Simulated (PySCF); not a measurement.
ClCu, SMILES [Cl][Cu] (connectivity only; charge and spin as stated), charge -1, multiplicity 2. Geometry: PBE-D3(BJ)/def2-TZVPD. The multiplicity is an assumed one; other spin states were not compared.

All values below come from PBE-D3(BJ)/def2-TZVPD (PySCF 2.14.0).

Harmonic wavenumbers (cm⁻¹): 281. Rotational constants (GHz): 4.579 (linear); symmetry number 1.

### Question
Work out the zero-point energy and the ideal-gas rigid-rotor harmonic-oscillator thermochemistry at 298.15 K and 1 atm.

### Answer
ZPE = ½ Σ hcν = ½ × 281 cm⁻¹ = 0.40 kcal/mol. H − E(el) = 2.75 kcal/mol. Entropy in cal/(mol K): translation 39.69, rotation 16.32, vibration 1.53, spin 1.38, total 58.92. G − E(el) = -14.81 kcal/mol. Cp = 8.66 cal/(mol K).
